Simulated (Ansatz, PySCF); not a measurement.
Torsion H4–S1–Si2–Cl3 in ClHSSi (SMILES S[Si]Cl); at each angle all else is relaxed with GFN2-xTB, and the levels are single points there.
Geometry at 180° (charge 0, multiplicity 1):
```tsv
atom	x (Å)	y (Å)	z (Å)
S	-1.2210	0.5228	0.4754
Si	0.7777	0.8211	-0.3533
Cl	1.3313	2.4940	0.6777
H	-1.4829	-0.5609	-0.2439
```

On the grid 0° to 330°, 270° is the highest and 180° the lowest point at CCSD(T)/CBS(cc-pV(T+d)Z, cc-pV(Q+d)Z).

Rows in LANL2DZ carry no dispersion term and start afresh at each structure. LANL2DZ brings its own core potentials from Na on.

The values were computed with Ansatz (a program for electronic structure) with Gaussian orbitals; PySCF for LANL2DZ rows, the dispersion terms. Each number belongs to the level named beside it.

Predict the energy at 270° less that at 180° from B3LYP/LANL2DZ.

514 meV

Predict the energy at 270° less that at 180° from wB97M-V/def2-TZVPP.

493 meV

What is the computed energy at 270° less that at 180° (B3LYP-D3(BJ)/def2-TZVPP)?

506 meV
